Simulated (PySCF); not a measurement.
Computed with PBE0 in PySCF with Rh def2-TZVP with ECP28, O def2-TZVP; scalar-relativistic core potentials, no spin–orbit coupling; density-fitted integrals.

Each entry is the lowest minimum that a search over a few typed start shapes (and spin states, where more than one is plausible) found, or that minimum re-optimised at the stated level; isomers with ligand–ligand bonds, or fragments after loss of a ligand pair, can lie lower. Open shells are unrestricted.

RhO2 is a doublet of C2v symmetry with Rh–O 1.661 Å (×2); O–Rh–O 154.5°. Its wavenumbers are 199, 989, 989 cm⁻¹.

Question: What changes when one electron is removed, giving RhO₂⁺?

Answer: It costs 9.46 eV between the minima (9.45 eV with zero-point energy). RhO₂⁺ is a quintet of Cs symmetry with O–O 1.193 Å, Rh–O 2.205 Å; O–O–Rh 150.3°; wavenumbers 108, 188, 1683 cm⁻¹.

Other spin states or occupations of the open shell can lie lower.
